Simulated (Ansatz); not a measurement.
input.yaml

```yaml
crystal:
  periodic: [false, false, false]
  atoms:
    - { symbol: Ge, position_ang: [-0.480284, 0.123979, -0.413009] }
    - { symbol: Ge, position_ang: [-0.204688, -0.134557, 3.182565] }
    - { symbol: H, position_ang: [-0.728842, -0.294962, 4.640782] }
    - { symbol: H, position_ang: [1.006724, -1.088364, 2.991716] }
    - { symbol: H, position_ang: [0.255717, 1.333232, 2.985478] }
    - { symbol: H, position_ang: [0.632398, 0.056161, 0.674825] }
    - { symbol: H, position_ang: [-0.298134, 1.439795, -1.211881] }
    - { symbol: H, position_ang: [-0.351469, -1.116945, -1.333215] }
    - { symbol: "N", position_ang: [-2.275926, 0.109257, 0.178942] }
    - { symbol: H, position_ang: [-2.560515, -0.801419, 0.557093] }
    - { symbol: H, position_ang: [-2.489621, 0.818567, 0.889895] }
    - { symbol: H, position_ang: [-1.330862, -0.444744, 2.165109] }
basis:
  gaussian: { orbitals: def2-SVP }
hamiltonian:
  xc: pbe
relax:
  f_tol: 0.03
  max_steps: 50
```

Launched with:

```bash
$ ansatz run input.yaml --threads 4 --pin off --max-ram 5120MiB --backend cpu --events-out ev --progress --plain --runs-dir out
```

Hardware: 4 threads of Arm Neoverse V2, with other jobs on the host.

**Question.** Roughly how long does this run take, and how much memory?

**Answer.** 16 s, with a peak of 0.18 GiB, for 14 ionic steps.
